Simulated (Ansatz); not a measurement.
Species: CH4FSi (charge 0, doublet). It need not be the lowest isomer of its formula. SMILES: [CH2][SiH2]F
Geometry from a B3LYP-D3(BJ)/def2-TZVP (Ansatz, an electronic-structure program) optimisation:
```
Si
F 1 1.6092
H 1 1.4783 2 108.30
H 1 1.4811 3 110.10 2 115.78
C 1 1.8328 3 110.60 4 124.06
H 5 1.0842 1 122.58 3 -19.89
H 5 1.0846 6 114.76 1 178.33
```
Charge 0, spin multiplicity 2.

Parts of the frozen-core correlation energy in cc-pV(T+d)Z (Ansatz, hartree). Frozen orbitals: 7; correlated occupied orbitals by spin: 10 and 9; virtual: 138 and 139. UHF or UKS for open shells. No spin-orbit coupling. Non-relativistic.

```json
[
 {"term": "reference (HF)", "value": "-428.66621"},
 {"term": "MP2 opposite-spin", "value": "-0.40118"},
 {"term": "MP2 same-spin", "value": "-0.11691"},
 {"term": "CCSD correlation", "value": "-0.55057"},
 {"term": "(T)", "value": "-0.01639"},
 {"term": "T1 diagnostic", "value": "0.011"},
 {"term": "largest doubles amplitude", "value": "0.017"},
 {"term": "<S^2> of the reference", "value": "0.760"}
]
```
